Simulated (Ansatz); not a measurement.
Start from `[CH3][Sc]([NH2])[F]` and change one atom or group to get `[CH3][Sc]([NH2])[O][SiH3]`.

Ansatz, PBE0-D4/def2-TZVP geometries, multiplicity 1. Each molecule was computed in one conformer, which needn't be the lowest.

Scalar relativity is left out up to krypton.

```tsv
property	`[CH3][Sc]([NH2])[F]`
HOMO energy (ωB97M-V/def2-TZVPP) / eV	-9.33
HOMO–LUMO gap (PBE0/def2-TZVPP) / eV	5.28
LUMO energy (PBE/def2-TZVPP) / eV	-2.65
LUMO energy (ωB97M-V/def2-TZVPP) / eV	-0.22
HOMO–LUMO gap (B3LYP/def2-TZVPP) / eV	4.65
size of the dipole moment (ωB97M-V/def2-TZVPP) / D	1.97
```

Question: What does the change do to each property? (An estimate is asked.)

Answer: Computed: 
| property | `[CH3][Sc]([NH2])[O][SiH3]` | shift |
| --- | --- | --- |
| HOMO energy (ωB97M-V/def2-TZVPP) / eV | -9.24 | 0.09 |
| HOMO–LUMO gap (PBE0/def2-TZVPP) / eV | 5.25 | -0.03 |
| LUMO energy (PBE/def2-TZVPP) / eV | -2.59 | 0.06 |
| LUMO energy (ωB97M-V/def2-TZVPP) / eV | -0.18 | 0.04 |
| HOMO–LUMO gap (B3LYP/def2-TZVPP) / eV | 4.63 | -0.02 |
| size of the dipole moment (ωB97M-V/def2-TZVPP) / D | 1.67 | -0.30 |

With PBE0 the HOMO rises by 0.11 eV and the LUMO rises by 0.06 eV, so the gap narrows by about 0.05 eV. PBE moves the HOMO by 0.08 eV and ωB97M-V by 0.09 eV. Dipoles are sizes alone; their direction can turn.

B3LYP here is the variant with VWN-RPA as its local correlation; programs differ in this.
